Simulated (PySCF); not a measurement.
# Electronic structure of Cu (copper, neutral) at the UHF level

Configuration: [Ar] 3d10 4s1, 2S determinant. Computed with PySCF 2.14 in x2c-SVPall (5s3p3d1f, 36 functions), with scalar relativity by spin-free X2C-1e.

```json
{
  "Total energy": "-1652.840699 hartree",
  "One-electron energy": "-2306.9369 hartree",
  "Hartree (Coulomb) energy": "720.6383 hartree",
  "Exchange energy": "-66.5421 hartree",
  "⟨S²⟩": "0.7520",
  "⟨L²⟩": "0.000",
  "Sum of ⟨r⟩": "21.01 bohr",
  "Sum of ⟨r²⟩": "31.73 bohr²",
  "Langevin diamagnetic susceptibility": "-25.1 ×10⁻⁶ cm³/mol",
  "Time after the integrals": "0.06 s of wall time on 1 thread of Intel(R) Xeon(R) 6975P-C (shared host)"
}
```

```csv
shell,electrons,mean orbital energy (hartree),"rms radius, mean of both spins (bohr)"
1s α,1,-332.45787,0.0602
1s β,1,-332.45558,0.0602
2s β,1,-41.66189,0.254
2s α,1,-41.66177,0.254
2p β,3,-35.81658,0.228
2p α,3,-35.81430,0.228
3s α,1,-5.16214,0.767
3s β,1,-5.16064,0.767
3p β,3,-3.37173,0.820
3p α,3,-3.36702,0.820
3d β,5,-0.48493,1.16
3d α,5,-0.48117,1.16
4s α,1,-0.24492,3.54
```

Densities and radii are taken from the X2C orbitals without a picture-change correction, which distorts them close to the nucleus.
